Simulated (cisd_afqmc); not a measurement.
Input (X2C-AFQMC/CISD/cc-pwCVTZ-DK; cisd_afqmc is a phaseless AFQMC code with CISD trial states that reads the integrals written by Ansatz): The .json basis holds the Basis Set Exchange's core-valence set for the 3d metal and cc-pVXZ-DK of the same size for its partners.

Ansatz 0.2 input:
```python
import cisd_afqmc

open("ham.yaml", "w").write("""\
crystal:
  periodic: [false, false, false]
  atoms:
    - {symbol: Ti, position_ang: [0.00000000, 0.00000000, 0.00000000]}
basis:
  gaussian:
    orbitals: cc-pwCVTZ-DK.json
magnetization: {spin_polarized: true, initial_magnetization: 2}
correlation: {method: ccsd, frozen_orbitals: {Ti: 5}, hamiltonian_folder: ham}
scf: {lower_state_search: full}
""")
rep = cisd_afqmc.ansatz("ham.yaml")
e_ccsd = rep["correlation"]["coupled_cluster"]["energy"]["hartree"]
out = cisd_afqmc.run("ham", e_ccsd, trial="CISD", walkers=100, populations=8, threads=8, dt=0.005, steps=40, early=36, settle=10, least=32,
    cut=5e-5, rank_cut=2e-4, target=0.0003, seconds=3000, seed=4, memory=17280, gpu=False)
```

Output:

```
orbitals 97, occupied [7, 5], factors 512 of 639, rank of the doubles 515 of 1090
E(HF) = -852.750469
E(CCSD) on the cut factors = -853.152433, shift to the whole factors -0.000011
Energy of the trial state on the determinant = -853.152435
  tau behind 10.8 of longer steps, mean of the populations' last blocks
   2.0  -853.16600
   4.0  -853.16583
   6.0  -853.16669
   8.0  -853.16574
  10.0  -853.16452
blocks 383 (0 outliers left out), error by blocks joined: 1: 0.00023, 2: 0.00026, 4: 0.00029, 8: 0.00028, 16: 0.00027
E(AFQMC/CISD) = -853.16550 +/- 0.00029
```
